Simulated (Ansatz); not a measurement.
Reaction (ligand exchange at a B–S bond): `BSC(=N)[SiH3]` + HBr → `BBr` + `N=C([SiH3])S`

Computed with Ansatz on PBE0-D4/def2-TZVP structures; ΔE is electronic, products minus reactants. CCSD(T)/CBS is the MP2 limit (def2-TZVPP, def2-QZVPP) plus CCSD(T) − MP2 in def2-TZVPP, frozen cores. Functionals use def2-TZVPP. B3LYP here is the variant with VWN-RPA as its local correlation; programs differ in this. For Br outer-core shells are correlated without core-valence functions, which leaves a few kJ/mol of doubt a bond. Scalar relativity is left out up to krypton. One conformer a species, not always the lowest.

Q: Is it downhill or uphill in electronic energy at CCSD(T)/CBS, and by how much? (Estimate.)

A: Computed: Uphill: ΔE = +9.5 kJ/mol.

Q: What do these levels give: PBE-D4, PBE0-D4, B3LYP-D4, ωB97X-V, PBE0, B3LYP, HF/def2-TZVPP, MP2/def2-TZVPP, CCSD/def2-TZVPP, CCSD(T)/def2-TZVPP, HF/def2-QZVPP, SCS-MP2/def2-QZVPP? (An estimate is asked.)

A: Ansatz gave: PBE-D4 15.1, PBE0-D4 13.5, B3LYP-D4 11.9, ωB97X-V 10.2, PBE0 10.2, B3LYP 6.1, HF/def2-TZVPP -4.5, MP2/def2-TZVPP 9.4, CCSD/def2-TZVPP 7.9, CCSD(T)/def2-TZVPP 10.8, HF/def2-QZVPP -4.4, SCS-MP2/def2-QZVPP 6.3 kJ/mol.

Largest T1 diagnostic among the species: 0.015.

In def2-TZVPP, CCSD(T) changes the Hartree–Fock value by +15.3 kJ/mol (the triples alone add +2.9 kJ/mol) and MP2 by +13.9 kJ/mol. The D4 term adds +5.7 kJ/mol with B3LYP and +3.3 kJ/mol with PBE0; it sums over pairs of atoms, weighted by their polarisabilities, and B3LYP, whose exchange is more repulsive, gets the larger term.
